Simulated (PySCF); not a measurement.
C3H8OSi. Atoms are numbered in the order given.

```xyz
13

C      0.2454     2.5200     0.0000
Si    -0.4966     0.7851     0.0000
C      0.9187    -0.4911     0.0000
C      0.4493    -1.9234     0.0000
O     -0.7099    -2.2592     0.0000
H     -0.5471     3.2854     0.0000
H      0.8721     2.6843    -0.8917
H      0.8721     2.6843     0.8917
H     -1.3353     0.5926     1.2164
H     -1.3353     0.5926    -1.2164
H      1.5818    -0.3443    -0.8740
H      1.5818    -0.3443     0.8740
H      1.2604    -2.6999     0.0000
```

Coordinates come from a B3LYP-D3(BJ)/def2-SVP optimisation. The structure was generated by enumeration, and PubChem lists no compound with its InChIKey, so it may never have been made. The values are those of a single conformer.

Method: PBE/pcSseg-1 in PySCF.

GIAO shieldings, no solvent; atoms alike by connectivity are averaged. δ = σ(ref) − σ: ¹³C against TMS (σ = 182.0 ppm); ²⁹Si against TMS (σ = 335.4 ppm); ¹⁷O against H2O (σ = 334.3 ppm); ¹H against TMS (σ = 31.49 ppm), references at their B3LYP-D3(BJ)/def2-TZVP geometries, non-relativistic.

Computed chemical shifts:
```
nucleus       atoms  count  δ (ppm)
-------  ----------  -----  -------
¹³C              C4      1    205.5
¹³C              C3      1     38.8
¹³C              C1      1     -5.8
²⁹Si            Si2      1    -47.0
¹⁷O              O5      1    710.0
¹H              H13      1    10.56
¹H          H9, H10      2     4.57
¹H         H11, H12      2     2.34
¹H       H6, H7, H8      3     0.42
```
